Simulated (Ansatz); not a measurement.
Job for Ansatz (a quantum-chemistry and plane-wave program): R-RI-MP2/aug-cc-pVTZ on C2H6F2 (a complex), monomers drawn apart or pushed together. Files ending in .json are basis or fitting sets from the Basis Set Exchange.

Ansatz 0.2 input:
```yaml
crystal:
  periodic: [false, false, false]
  atoms:
    - {symbol: C, position_ang: [-0.23193803, 0.52333371, 0.46189493]}
    - {symbol: F, position_ang: [1.06119503, 0.13771344, 0.82245860]}
    - {symbol: H, position_ang: [-0.80462488, 0.70245050, 1.37047248]}
    - {symbol: H, position_ang: [-0.16614723, 1.43274568, -0.13618579]}
    - {symbol: H, position_ang: [-0.68070591, -0.28023883, -0.12286077]}
    - {symbol: C, position_ang: [0.45434129, 0.36185003, 5.12414351]}
    - {symbol: F, position_ang: [-0.83936454, 0.74550138, 4.76353319]}
    - {symbol: H, position_ang: [0.38968046, -0.54552619, 5.72550777]}
    - {symbol: H, position_ang: [1.02620814, 0.17991930, 4.21558457]}
    - {symbol: H, position_ang: [0.90326289, 1.16774692, 5.70564934]}
basis:
  gaussian:
    orbitals: aug-cc-pVTZ
    fitting: {mean_field: def2-universal-JKFIT, correlation: aug-cc-pVTZ-RIFIT.json}
magnetization: {spin_polarized: false}
correlation: {method: mp2, electrons: outside_noble_gas}
scf: {lower_state_search: off}
```

The head of its log:

```
WARN ansatz: RAYON_NUM_THREADS=2 ignored (pool sized by the plan → 2); use --threads N
Functional definition: HF
these checks for a lower state are left out or cut short: stability, starts, cluster_reference, orbital_swaps, neighbouring_geometries, increment
integrals: 0.35 GiB planned
412 factors; integrals over basis functions are off by at most 9.3e-1 eV
mean field: 0.61 GiB planned
mean field evaluation 1: about -7568.1707 eV, gradient 3.0e1 eV
mean field evaluation 2: about -7569.7486 eV, gradient 1.6e1 eV
mean field evaluation 4: about -7570.0795 eV, gradient 5.5e-1 eV
mean field -7570.08066594 eV, -278.1953332885 hartree, gradient 2.8e-6 eV, S^2 0.000000; 0 other end points of the search recorded, 0 dependent functions left out
4 core orbitals not correlated
700 factors; their error is unknown
reference -7570.08066594 eV, -278.1953332885 hartree; 14, 14 occupied and 304, 304 virtual orbitals, 700 factors
```

Problem. Give the final energy of this run.

Solution. -279.0847 hartree.
